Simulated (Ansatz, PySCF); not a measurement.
Energy difference 2 R1 → P1, each structure at its B3LYP-D3(BJ)/def2-TZVP stationary point, reached from a drawn start (curvature not checked).
R1, Br2Ni (SMILES [Br][Ni][Br]) (charge 0, multiplicity 3):
```json
[
 {"atom": "Ni", "x (Å)": "0.0000", "y (Å)": "0.0000", "z (Å)": "-0.0008"},
 {"atom": "Br", "x (Å)": "2.2178", "y (Å)": "-0.0037", "z (Å)": "0.0087"},
 {"atom": "Br", "x (Å)": "-2.2177", "y (Å)": "0.0037", "z (Å)": "-0.0080"}
]
```
P1, Br4Ni2 (SMILES [Br][Ni]1<-[Br][Ni]([Br])<-[Br]1) (charge 0, multiplicity 5):
```xyz
6

Ni     1.63641     0.00284    -0.30161
Ni    -1.63752    -0.00641    -0.29581
Br    -0.00562     1.78099    -0.31820
Br     0.00461    -1.78468    -0.29974
Br     3.68975     0.01279     0.60115
Br    -3.68764    -0.00543     0.61421
```

P less R. No zero-point or thermal terms; open shells are unrestricted; no spin–orbit coupling. One arrangement of each flexible species, with no search for the lowest. The spin states of the d-block species are the ones drawn and need not be the lowest.

Cores are frozen in the correlated methods. In cc and def2 sets filled d and f shells under p-block atoms count as core.

Programs: Ansatz (Gaussian basis) for Hartree–Fock, density functionals and correlated methods; PySCF for the D3/D4 terms. All values are computed, each at the level named.

Question: What is the computed reaction energy (r2SCAN/def2-TZVPP)?

Answer: -31.2 kcal/mol

Question: What is the computed reaction energy (r2SCAN-D4/def2-TZVPP)?

Answer: -32.2 kcal/mol

Question: Predict the reaction energy from CCSD(T)/def2-SVP.

Answer: -33.5 kcal/mol

Ansatz is a first-principles code.
